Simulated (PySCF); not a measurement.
CH5AlO2 (SMILES [CH3][Al]([OH])[OH]), singlet, at a GFN2-xTB geometry (such geometries of metal compounds can be far from the true shape); DF-BLYP/6-311G** (PySCF).

The PySCF input:
```python
from pyscf import gto, scf, dft

mol = gto.M(
    atom='''
Al    0.077495    0.072760    0.005579
C    -1.429124   -1.224157   -0.136255
H    -1.103574   -2.145534   -0.615245
H    -2.255784   -0.816331   -0.712402
H    -1.800166   -1.498175    0.849291
O    -0.039166    1.511442   -0.787356
H    -0.099529    2.338246   -1.240171
O     1.375252   -0.372392    0.916601
H     2.137670   -0.591536    1.429574
''',
    basis='6-311g**',
    charge=0,
    spin=0,
    verbose=4,
)

mf = dft.RKS(mol)
mf.xc = 'blyp'
mf = mf.density_fit(auxbasis='def2-universal-jkfit')
mf.kernel()
```

What the program printed (banner, timings and long lists left out):

```
PySCF version 2.14.0

[INPUT] verbose = 4
[INPUT] num. atoms = 9
[INPUT] num. electrons = 40
[INPUT] charge = 0
[INPUT] spin (= nelec alpha-beta = 2S) = 0
[INPUT] symmetry False subgroup None
[INPUT] Mole.unit = angstrom
[INPUT] Symbol           X                Y                Z      unit          X                Y                Z       unit  Magmom
[INPUT]  1 Al     0.077495000000   0.072760000000   0.005579000000 AA    0.146444326023   0.137496472823   0.010542782049 Bohr   0.0
[INPUT]  2 C     -1.429124000000  -1.224157000000  -0.136255000000 AA   -2.700652958043  -2.313321463469  -0.257484633103 Bohr   0.0
[INPUT]  3 H     -1.103574000000  -2.145534000000  -0.615245000000 AA   -2.085452618191  -4.054471650943  -1.162644549508 Bohr   0.0
[INPUT]  4 H     -2.255784000000  -0.816331000000  -0.712402000000 AA   -4.262813956176  -1.542642016992  -1.346244670592 Bohr   0.0
[INPUT]  5 H     -1.800166000000  -1.498175000000   0.849291000000 AA   -3.401820718754  -2.831140436670   1.604927390058 Bohr   0.0
[INPUT]  6 O     -0.039166000000   1.511442000000  -0.787356000000 AA   -0.074013013395   2.856211433165  -1.487887202533 Bohr   0.0
[INPUT]  7 H     -0.099529000000   2.338246000000  -1.240171000000 AA   -0.188082551452   4.418644551860  -2.343583537628 Bohr   0.0
[INPUT]  8 O      1.375252000000  -0.372392000000   0.916601000000 AA    2.598849632260  -0.703718890979   1.732124855502 Bohr   0.0
[INPUT]  9 H      2.137670000000  -0.591536000000   1.429574000000 AA    4.039610844699  -1.117841032821   2.701503334799 Bohr   0.0

nuclear repulsion = 159.127999905643
number of shells = 56
number of NR pGTOs = 178
number of NR cGTOs = 110
basis = 6-311g**
ecp = {}

******** <class 'pyscf.df.df_jk.DFRKS'> ********
method = DFRKS
initial guess = minao
damping factor = 0
level_shift factor = 0
DIIS = <class 'pyscf.scf.diis.CDIIS'>
diis_start_cycle = 1
diis_space = 8
diis_damp = 0
SCF conv_tol = 1e-09
SCF conv_tol_grad = None
SCF max_cycles = 50
direct_scf = False
XC library pyscf.dft.libxc version 7.1.2
    S. Lehtola, C. Steigemann, M. J. T. Oliveira, and M. A. L. Marques,  SoftwareX 7, 1–5 (2018)
XC functionals = blyp
    A. D. Becke,  Phys. Rev. A 38, 3098 (1988)
    C. Lee, W. Yang, and R. G. Parr,  Phys. Rev. B 37, 785 (1988)
    B. Miehlich, A. Savin, H. Stoll, and H. Preuss,  Chem. Phys. Lett. 157, 200 (1989)
radial grids:
    Treutler-Ahlrichs [JCP 102, 346 (1995); DOI:10.1063/1.469408] (M4) radial grids

becke partition: Becke, JCP 88, 2547 (1988); DOI:10.1063/1.454033
pruning grids: <function nwchem_prune>
grids dens level: 3
symmetrized grids: False
atomic radii adjust function: <function treutler_atomic_radii_adjust>
small_rho_cutoff = 0
Set gradient conv threshold to 3.16228e-05
Initial guess from minao.
tot grids = 110504
init E= -434.204930028627
  HOMO = -0.352170401158574  LUMO = -0.0771553613740419  gap/eV = 7.48354
cycle= 1 E= -433.71812434417  delta_E= 0.487  |g|= 1.48  |ddm|= 2.31
  HOMO = -0.0112142253467908  LUMO = 0.0474755670901105  gap/eV = 1.59703
cycle= 2 E= -432.003951801326  delta_E= 1.71  |g|= 3.13  |ddm|= 3.09
  HOMO = -0.223497584576556  LUMO = -0.0297200935194056  gap/eV = 5.27295
cycle= 3 E= -434.082816464253  delta_E= -2.08  |g|= 0.351  |ddm|= 2.61
  HOMO = -0.245328255323407  LUMO = -0.025155651651277  gap/eV = 5.99120
cycle= 4 E= -434.095161642437  delta_E= -0.0123  |g|= 0.269  |ddm|= 0.439
  HOMO = -0.23532705720061  LUMO = -0.0164126444609087  gap/eV = 5.95696
cycle= 5 E= -434.113393482225  delta_E= -0.0182  |g|= 0.0225  |ddm|= 0.185
  HOMO = -0.234019384117842  LUMO = -0.0163186920230684  gap/eV = 5.92394
cycle= 6 E= -434.113505388788  delta_E= -0.000112  |g|= 0.00495  |ddm|= 0.0201
  HOMO = -0.234351965628504  LUMO = -0.0167413756980641  gap/eV = 5.92149
cycle= 7 E= -434.113510839867  delta_E= -5.45e-06  |g|= 0.00152  |ddm|= 0.006
  HOMO = -0.234299327399205  LUMO = -0.0166791439710905  gap/eV = 5.92175
cycle= 8 E= -434.113511243417  delta_E= -4.04e-07  |g|= 0.000674  |ddm|= 0.0014
  HOMO = -0.234309357574514  LUMO = -0.0166753787873974  gap/eV = 5.92212
cycle= 9 E= -434.113511317656  delta_E= -7.42e-08  |g|= 0.000227  |ddm|= 0.000465
  HOMO = -0.234322825165434  LUMO = -0.0166791906552642  gap/eV = 5.92238
cycle= 10 E= -434.113511326716  delta_E= -9.06e-09  |g|= 2.4e-05  |ddm|= 0.000142
  HOMO = -0.234321762955045  LUMO = -0.0166802173847719  gap/eV = 5.92233
cycle= 11 E= -434.113511326892  delta_E= -1.77e-10  |g|= 2.37e-06  |ddm|= 2.71e-05
  HOMO = -0.234321650566685  LUMO = -0.0166803453663584  gap/eV = 5.92232
Extra cycle  E= -434.113511326892  delta_E= 3.41e-13  |g|= 2.98e-06  |ddm|= 4.83e-06
converged SCF energy = -434.113511326892
```
